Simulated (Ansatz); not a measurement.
Species: sum formula SiClF₂, net charge -1, singlet state. It need not be the lowest isomer of its formula. Whether it binds its extra electron was not tested at this geometry. 
Coordinates optimised at B3LYP-D3(BJ)/def2-TZVP (Ansatz, a program for electronic structure):
```xyz
4

Si    -0.5709     0.0099     0.6058
F     -1.1217    -1.2091    -0.3888
F     -1.0438     1.2864    -0.3563
Cl     1.6167    -0.0491    -0.1044
```
Charge -1, spin multiplicity 1.

Basis-set convergence of Hartree-Fock and CCSD correlation energies (hartree) with Ansatz. Correlated levels leave the core frozen unless marked. No spin-orbit coupling. No relativistic terms.

```
basis            functions       E(HF)  E(corr, CCSD)
---------------  ---------  ----------  -------------
aug-cc-pV(D+d)Z        110  -947.55279       -0.68719
aug-cc-pV(T+d)Z        202         [?]            [?]
```

**Question.** What belongs in the gaps?

**Answer.** 
- aug-cc-pV(T+d)Z, E(HF): -947.63309
- aug-cc-pV(T+d)Z, E(corr, CCSD): -0.85543
